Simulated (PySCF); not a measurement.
## Pd (palladium, neutral): PBE calculation

Configuration: [Kr] 4d10, closed-shell 1S. Computed with PySCF 2.14 in def2-SVP with the def2 core potential (28 electrons), with a scalar-relativistic core potential.

| Item | Value |
| --- | --- |
| Total energy | -127.8475 hartree |
| One-electron energy | -227.5924 hartree |
| Hartree (Coulomb) energy | 112.6078 hartree |
| Exchange-correlation energy | -12.8629 hartree |
| ⟨S²⟩ | 0.0000 |
| ⟨L²⟩ | 0.000 |
| Sum of ⟨r⟩ | 24.16 bohr |
| Sum of ⟨r²⟩ | 40.83 bohr² |
| Time after the integrals | 0.2 s of wall time on 1 thread of Intel(R) Xeon(R) 6975P-C (shared host) |

```tsv
shell	electrons	mean orbital energy (eV)	rms radius, mean of both spins (bohr)
4s	2	-86.653	1.01
4p	6	-51.761	1.12
4d	10	-3.622	1.77
```

Energies and moments cover only the electrons outside the core potential.
